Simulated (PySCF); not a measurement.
Species: C7H9N (charge +1 and doublet state).
SMILES with atom numbers: `[CH:1]#[C:2][C@H:3]1[CH:4]=[CH:5][CH2:6][N+:7]1[CH3:8]` (hydrogens: H9 on C1; H10 on C3; H11 on C4; H12 on C5; H13, H14 on C6; H15, H16, H17 on C8)

Geometry (GFN2-xTB, Å), atoms numbered from 1 in this order:
```xyz
17
C7H9N angstrom
C      2.9272   -0.2502    0.7710
C      1.8521   -0.3014    0.2479
C      0.5321   -0.3823   -0.3665
C     -0.1534   -1.7097   -0.2542
C     -1.3713   -1.5465    0.2618
C     -1.6129   -0.1091    0.5622
N     -0.4179    0.5462    0.1636
C     -0.1265    1.9072    0.4218
H      3.8684   -0.2241    1.2400
H      0.7088   -0.1620   -1.4399
H      0.3175   -2.6212   -0.5694
H     -2.1016   -2.3090    0.4570
H     -2.4906    0.2874    0.0266
H     -1.8295    0.0603    1.6293
H      0.3938    2.3598   -0.4262
H      0.5400    2.0087    1.2895
H     -1.0434    2.4581    0.6250
```

The hyperfine couplings belong to this conformer and change with its torsions.

The calculation used UKS B3LYP, pcH-1 on C H N, non-relativistic, mean-field spin-orbit, GIAO in PySCF. Geometry: GFN2-xTB; no solvent, vibrations or thermal averaging. The geometry wasn't refined by DFT: couplings that depend on bond lengths, twists or pyramidal angles can differ widely from those at the functional's own minimum, by a factor of two or more for some ions and for spin on atoms past the first row. No stability test was run, so a lower SCF solution isn't excluded.

Break the g tensor into its mass correction, gauge correction and orbital-Zeeman/spin–orbit terms.

| Δg (ppm) | 1 | 2 | 3 |
| --- | --- | --- | --- |
| relativistic mass correction | -210 | -210 | -210 |
| gauge correction | 5 | 22 | 31 |
| orbital Zeeman/spin–orbit | -11 | 2061 | 2342 |
| total | -216 | 1873 | 2163 |

So g = 2.00210, 2.00419, 2.00448 and g_iso = 2.00359; the tensor is close to axial: the two nearest values differ by 12 % of g3 − g1. Axes: g3 points within 6° of the C6–N7 bond.

What effective moment and Curie constant follow for a powder?

With the mean of g² = 4.0144 and S(S+1) = 0.75: μ_eff = √(⟨g²⟩S(S+1)) = 1.735 μB and χT = 0.12505·⟨g²⟩·S(S+1) = 0.377 cm³ K/mol (cgs; spin-Hamiltonian part alone).

What are the electron Larmor frequencies g μB B/h along the three axes at 340 mT?

9.5275, 9.5374, 9.5388 GHz for g1, g2 and g3, a range of 11.3 MHz.

In a frozen sample, at which fields do the three g values resonate at 9.5, 34, 94 and 263 GHz (hyperfine left aside), and which band first spreads them over more than twice a line width of 1.0 mT?

```tsv
band	GHz	B(g3) mT	B(g2) mT	B(g1) mT	spread mT
X	9.5	338.62	338.67	339.02	0.40
Q	34.0	1211.90	1212.07	1213.34	1.44
W	94.0	3350.53	3351.02	3354.52	3.98
J	263.0	9374.37	9375.72	9385.51	11.14
```

The spread grows in proportion to the frequency. W band is the first where it exceeds 2.0 mT.

The largest Mulliken spin populations are on N7 (+0.72), H10 (+0.08), H14 (+0.08) and H13 (+0.07). No atom but N7 exceeds +0.15. The angles at N7 add up to 359.5°, so it is planar.

The HOMO–LUMO gaps are 7.17 eV among the α and 2.46 eV among the β orbitals.

On an Arm Neoverse V1 with one thread, shared host with 32 logical CPUs at a one-minute load of 10, this took 81 s wall (with the writing of density and orbital grids) and 1.1 GiB of memory at its peak.
